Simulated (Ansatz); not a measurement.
The first iterations of a band of CH$_{8}$FNOSi$_{2}$ (14 atoms, charge 0, multiplicity 1).

These are results of Ansatz, RKS BHLYP/6-31G*, not measurements.

```
movable images  : 9
climbing image  : yes
spring          : 5.0 eV/Å²
optimiser       : fire
start path      : through a guess of the saddle point
force threshold : 0.05 eV/Å
iteration limit : 60
end points      : relaxed
largest step    : 0.02 Å
```

Image 0:

```xyz
14
Properties=species:S:1:pos:R:3
N -2.657 -0.512 -0.187
Si -1.250 0.446 -0.441
C 0.272 -0.432 0.245
F 0.252 -0.298 1.664
Si 1.970 0.231 -0.263
O 3.032 -0.247 0.903
H -3.450 -0.395 -0.790
H -2.950 -0.736 0.747
H -1.093 0.599 -1.902
H -1.269 1.789 0.180
H 0.208 -1.499 0.037
H 2.392 -0.338 -1.555
H 1.899 1.702 -0.379
H 2.630 -0.339 1.768
```

Image 10:

```xyz
14
Properties=species:S:1:pos:R:3
N -2.786 -0.255 -0.143
Si -1.264 0.462 -0.482
C 0.264 -0.438 0.182
F 0.212 -0.381 1.605
Si 1.969 0.266 -0.236
O 3.028 -0.342 0.873
H -3.084 -1.091 -0.610
H -3.180 -0.191 0.777
H -1.096 0.520 -1.950
H -1.262 1.806 0.120
H 0.231 -1.496 -0.083
H 2.408 -0.162 -1.576
H 1.901 1.741 -0.188
H 2.644 -0.468 1.741
```

| iteration | highest image above the first end (eV) | largest band force component (eV/Å) |
| --- | --- | --- |
| 1 | 1.035 | 5.182 |
| 2 | 0.932 | 2.925 |
| 3 | 0.800 | 2.309 |
| 4 | 0.647 | 1.664 |
| 5 | 0.533 | 1.477 |
| 6 | 0.445 | 1.338 |
| 7 | 0.371 | 1.182 |
| 8 | 0.313 | 1.038 |
| 9 | 0.259 | 0.876 |
| 10 | 0.226 | 0.777 |
| 11 | 0.185 | 0.629 |
| 12 | 0.167 | 0.566 |
| 13 | 0.137 | 0.402 |
| 14 | 0.110 | 0.289 |
| 15 | 0.104 | 0.264 |

Problem. Does the band converge within its limit, and where does its top end?

Solution. The forces met the threshold. It ended after 45 iterations with the highest image 0.022 eV above the first end. Beside the main top the profile has a ripple of under 15 meV (maxima at images 5, 7), which may be a very shallow well or noise. The order of the stationary point at the top wasn't checked.

Run time: 10 min on 2 threads of AMD EPYC 9R45 (Zen 5), on a shared host, peak memory 0.3 GiB.
